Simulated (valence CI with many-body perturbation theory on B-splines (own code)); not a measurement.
**Tl LXIX: electric-dipole lines**

Calculated by valence CI with perturbative core correlation (CI+MBPT): three valence electrons over a frozen Dirac-Fock core [Ne], a basis of 11 s, 11 p, 9 d, 7 f, 5 g, 2 h, 1 i functions for each j, with the one-electron correlation potential Σ1, the two-electron term Σ2, the three-electron term Σ3, Breit, model QED; selected CI, second order for the rest (own B-spline code, finite nucleus).

The last digits are not significant, and no measured levels were compared; by estimate large intervals hold to a few tenths of a per cent, small ones and those within an open d or f shell to about a per cent.

Lines 201 to 250 of 254 in falling wavelength, among levels below 1996.9 eV, chosen from the strongest by gf and those to the six lowest levels. Wavelengths and rates use the calculated energies. Electric multipoles are in the length gauge, E1 and E2 with the static RPA response of the core. Weak lines are less certain than strong ones. Lines between different terms over intervals too small for the method are left out, as are lines whose strength nearly cancels. The highest levels of a list are the least certain.

Levels are named by their leading jj configuration (3d3/2^4 stands for four electrons in 3d with j = 3/2), which in mixed levels can hold well under half, so a name can repeat and another be missing. Letters in brackets count levels of one name in rising energy.

| λ vac (nm) | Upper | Lower | A (s⁻¹) | S (a.u.) with core polarisation | S without |
| --- | --- | --- | --- | --- | --- |
| 1.374 | (3s 3p3/2 3d5/2) J=5/2 [a] | (3s 3p1/2 3p3/2) J=3/2 [b] | 6.59e+10 | 5.06e-04 | 5.13e-04 |
| 1.354 | (3s 3p3/2 3d5/2) J=3/2 [a] | (3s 3p1/2 3p3/2) J=3/2 [b] | 1.39e+11 | 6.81e-04 | 6.91e-04 |
| 1.341 | (3s 3p3/2 3d5/2) J=5/2 [a] | (3s 3p1/2 3p3/2) J=5/2 | 1.43e+11 | 1.02e-03 | 1.04e-03 |
| 1.328 | (3s 3p3/2 3d5/2) J=7/2 [a] | (3s 3p1/2 3p3/2) J=5/2 | 1.27e+11 | 1.17e-03 | 1.19e-03 |
| 1.322 | (3s 3p3/2 3d5/2) J=3/2 [a] | (3s 3p1/2 3p3/2) J=5/2 | 9.86e+08 | 4.49e-06 | 4.56e-06 |
| 1.318 | (3s 3p1/2 3d5/2) J=3/2 | (3s 3p1/2^2) J=1/2 | 4.23e+11 | 1.91e-03 | 1.94e-03 |
| 1.314 | (3s 3p3/2 3d5/2) J=1/2 | (3s 3p1/2 3p3/2) J=3/2 [b] | 1.30e+11 | 2.91e-04 | 2.95e-04 |
| 1.311 | (3s 3p3/2 3d5/2) J=5/2 [a] | (3s 3p1/2 3p3/2) J=3/2 [a] | 2.66e+09 | 1.78e-05 | 1.80e-05 |
| 1.297 | (3s 3p3/2 3d5/2) J=3/2 [b] | (3s 3p1/2 3p3/2) J=3/2 [b] | 1.41e+08 | 6.06e-07 | 6.14e-07 |
| 1.297 | (3s 3p3/2 3d5/2) J=7/2 [b] | (3s 3p1/2 3p3/2) J=5/2 | 6.02e+10 | 5.18e-04 | 5.25e-04 |
| 1.294 | (3s 3p3/2 3d5/2) J=5/2 [b] | (3s 3p1/2 3p3/2) J=3/2 [b] | 7.91e+10 | 5.07e-04 | 5.14e-04 |
| 1.293 | (3s 3p3/2 3d5/2) J=3/2 [a] | (3s 3p1/2 3p3/2) J=3/2 [a] | 6.18e+10 | 2.64e-04 | 2.67e-04 |
| 1.267 | (3s 3p3/2 3d5/2) J=3/2 [b] | (3s 3p1/2 3p3/2) J=5/2 | 6.10e+10 | 2.45e-04 | 2.48e-04 |
| 1.264 | (3s 3p3/2 3d5/2) J=5/2 [b] | (3s 3p1/2 3p3/2) J=5/2 | 3.40e+10 | 2.03e-04 | 2.06e-04 |
| 1.257 | (3s 3p3/2 3d5/2) J=1/2 | (3s 3p1/2 3p3/2) J=3/2 [a] | 7.34e+08 | 1.44e-06 | 1.46e-06 |
| 1.241 | (3s 3p3/2 3d5/2) J=3/2 [b] | (3s 3p1/2 3p3/2) J=3/2 [a] | 2.82e+09 | 1.07e-05 | 1.08e-05 |
| 1.238 | (3s 3p3/2 3d5/2) J=5/2 [b] | (3s 3p1/2 3p3/2) J=3/2 [a] | 2.26e+10 | 1.27e-04 | 1.29e-04 |
| 1.065 | (3p1/2 3p3/2 3d3/2) J=5/2 [a] | (3s^2 3p3/2) J=3/2 | 2.39e+08 | 8.53e-07 | 8.68e-07 |
| 1.038 | (3p1/2^2 3d3/2) J=3/2 | (3s^2 3p1/2) J=1/2 | 6.77e+08 | 1.49e-06 | 1.52e-06 |
| 1.035 | (3p1/2 3d3/2^2) J=5/2 | (3s 3p1/2 3p3/2) J=3/2 [b] | 2.04e+09 | 6.69e-06 | 6.81e-06 |
| 1.027 | (3p1/2 3p3/2 3d3/2) J=3/2 [b] | (3s^2 3p3/2) J=3/2 | 4.32e+07 | 9.23e-08 | 9.60e-08 |
| 1.026 | (3p1/2 3p3/2 3d3/2) J=5/2 [b] | (3s^2 3p3/2) J=3/2 | 1.00e+09 | 3.21e-06 | 3.27e-06 |
| 1.016 | (3p1/2 3d3/2^2) J=5/2 | (3s 3p1/2 3p3/2) J=5/2 | 4.35e+08 | 1.35e-06 | 1.37e-06 |
| 1.003 | (3s 3d3/2^2) J=3/2 | (3s^2 3p3/2) J=3/2 | 8.38e+07 | 1.67e-07 | 1.69e-07 |
| 0.9993 | (3p1/2 3d3/2^2) J=5/2 | (3s 3p1/2 3p3/2) J=3/2 [a] | 1.80e+08 | 5.33e-07 | 5.42e-07 |
| 0.9897 | (3s 3d3/2^2) J=5/2 | (3s^2 3p3/2) J=3/2 | 2.33e+09 | 6.68e-06 | 6.78e-06 |
| 0.9731 | (3s 3d3/2^2) J=1/2 | (3s^2 3p3/2) J=3/2 | 2.68e+07 | 2.44e-08 | 2.54e-08 |
| 0.9459 | (3p1/2 3p3/2 3d5/2) J=3/2 [a] | (3s^2 3p3/2) J=3/2 | 7.34e+07 | 1.23e-07 | 1.24e-07 |
| 0.9428 | (3p1/2 3p3/2 3d5/2) J=5/2 [a] | (3s^2 3p3/2) J=3/2 | 1.42e+07 | 3.52e-08 | 3.54e-08 |
| 0.9397 | (3p1/2 3p3/2^2) J=3/2 | (3s 3p1/2^2) J=1/2 | 5.32e+08 | 8.72e-07 | 8.82e-07 |
| 0.9318 | (3p1/2 3p3/2 3d5/2) J=5/2 [b] | (3s^2 3p3/2) J=3/2 | 8.87e+06 | 2.13e-08 | 2.15e-08 |
| 0.9265 | (3s 3p3/2^2) J=1/2 | (3s^2 3p1/2) J=1/2 | 9.78e+09 | 7.68e-06 | 7.77e-06 |
| 0.9264 | (3p1/2 3p3/2^2) J=1/2 | (3s 3p1/2^2) J=1/2 | 6.81e+09 | 5.34e-06 | 5.40e-06 |
| 0.9214 | (3s 3p3/2 3d3/2) J=3/2 [a] | (3s 3p1/2^2) J=1/2 | 1.83e+09 | 2.82e-06 | 2.86e-06 |
| 0.9211 | (3s 3p3/2^2) J=3/2 | (3s^2 3p1/2) J=1/2 | 3.44e+09 | 5.31e-06 | 5.38e-06 |
| 0.9206 | (3p1/2 3p3/2 3d5/2) J=3/2 [b] | (3s^2 3p3/2) J=3/2 | 1.55e+07 | 2.39e-08 | 2.42e-08 |
| 0.9198 | (3s 3p3/2 3d3/2) J=1/2 [a] | (3s 3p1/2^2) J=1/2 | 3.34e+09 | 2.57e-06 | 2.60e-06 |
| 0.9129 | (3s 3d3/2 3d5/2) J=5/2 [a] | (3s^2 3p3/2) J=3/2 | 1.41e+08 | 3.18e-07 | 3.24e-07 |
| 0.8957 | (3s 3d3/2 3d5/2) J=5/2 [b] | (3s^2 3p3/2) J=3/2 | 2.58e+08 | 5.49e-07 | 5.58e-07 |
| 0.8944 | (3s 3p3/2 3d3/2) J=3/2 [b] | (3s 3p1/2^2) J=1/2 | 4.45e+08 | 6.28e-07 | 6.38e-07 |
| 0.8913 | (3s 3d3/2 3d5/2) J=3/2 [b] | (3s^2 3p3/2) J=3/2 | 8.03e+08 | 1.12e-06 | 1.14e-06 |
| 0.8847 | (3s 3d3/2 3d5/2) J=1/2 | (3s^2 3p3/2) J=3/2 | 2.42e+09 | 1.65e-06 | 1.68e-06 |
| 0.8345 | (3s 3p3/2 3d5/2) J=3/2 [a] | (3s 3p1/2^2) J=1/2 | 1.27e+09 | 1.46e-06 | 1.48e-06 |
| 0.8194 | (3s 3p3/2 3d5/2) J=1/2 | (3s 3p1/2^2) J=1/2 | 4.64e+09 | 2.52e-06 | 2.56e-06 |
| 0.8126 | (3s 3p3/2 3d5/2) J=3/2 [b] | (3s 3p1/2^2) J=1/2 | 1.88e+09 | 1.99e-06 | 2.03e-06 |
| 0.7147 | (3p1/2 3p3/2 3d3/2) J=3/2 [a] | (3s^2 3p1/2) J=1/2 | 5.22e+08 | 3.76e-07 | 3.81e-07 |
| 0.7133 | (3p1/2 3p3/2 3d3/2) J=1/2 [a] | (3s^2 3p1/2) J=1/2 | 2.79e+08 | 9.98e-08 | 1.01e-07 |
| 0.7009 | (3p1/2 3p3/2 3d3/2) J=3/2 [b] | (3s^2 3p1/2) J=1/2 | 4.41e+08 | 2.99e-07 | 3.02e-07 |
| 0.6622 | (3p1/2 3p3/2 3d5/2) J=3/2 [a] | (3s^2 3p1/2) J=1/2 | 7.43e+07 | 4.26e-08 | 4.30e-08 |
| 0.6512 | (3p1/2 3p3/2 3d5/2) J=1/2 | (3s^2 3p1/2) J=1/2 | 8.42e+09 | 2.29e-06 | 2.33e-06 |
